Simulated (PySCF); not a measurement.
**[Dy(NH2)2]+ at several levels of theory**

Computed with PySCF 2.14.0 (density fitting, no spin-orbit coupling) at the geometry relaxed with PBE0:

```xyz
7
[Dy(NH2)2]+ (singlet in the valence; each metal's 4f electrons, 9 of them, lie in its core potential, out of spins and levels)
Dy    0.0000   -0.7961    0.0311
N     1.6467   -0.0338    1.0284
H     2.6434   -0.1615    0.8400
H     1.5898    0.5824    1.8436
N    -1.6467   -0.0338    1.0284
H    -1.5898    0.5824    1.8436
H    -2.6434   -0.1615    0.8400
```

```json
{"level": "PBE0", "basis": "Dy lcecp-1-SVP with ECP55, N def2-SVP, H def2-SVP", "state": "singlet", "HOMO (eV)": "-11.65", "gap (eV)": "4.95", "charge on Dy1 (e)": "1.20", "population of f-type functions on Dy1 (polarisation alone where 4f lies in the core)": "0.05", "dipole about the centre of mass (D)": "2.82", "largest force component (eV/Å)": "0.02"}
{"level": "PBE", "basis": "the same", "state": "singlet", "HOMO (eV)": "-10.40", "gap (eV)": "2.97", "charge on Dy1 (e)": "1.06", "population of f-type functions on Dy1 (polarisation alone where 4f lies in the core)": "0.05", "dipole about the centre of mass (D)": "2.32", "largest force component (eV/Å)": "0.38"}
{"level": "PBE0", "basis": "Dy lcecp-1-TZVP with ECP55, N def2-TZVP, H def2-TZVP", "state": "singlet", "HOMO (eV)": "-11.68", "gap (eV)": "4.96", "charge on Dy1 (e)": "1.63", "population of f-type functions on Dy1 (polarisation alone where 4f lies in the core)": "0.05", "dipole about the centre of mass (D)": "3.07", "largest force component (eV/Å)": "0.30"}
```

In the lcecp rows the 4f levels are missing from HOMO and gap, and the state counts the valence alone.

Charges are Mulliken's, which hang on the basis. The relaxation used the grid (50, 194), these runs (75, 302) or, all-electron (x2c bases, spin-free X2C Hamiltonian), (99, 590).

What does M06-L with Dy lcecp-1-SVP with ECP55, N def2-SVP, H def2-SVP give here?

state singlet, HOMO (eV) -10.43, gap (eV) 3.96, charge on Dy1 (e) 1.30, population of f-type functions on Dy1 (polarisation alone where 4f lies in the core) 0.05, dipole about the centre of mass (D) 2.94, largest force component (eV/Å) 0.24. Time: 10 s on 2 threads of Intel(R) Xeon(R) Platinum 8259CL CPU @ 2.50GHz (Skylake/Cascade Lake), with other jobs on the host, from an already converged density.

In the first row's basis the gap widens with exact exchange: 3.0 to 4.0 eV for PBE, M06-L (none); 4.9 eV for PBE0 (a fixed share).

An lcecp potential fixes the number of 4f electrons, so in runs with it no electron can move into or out of that shell.
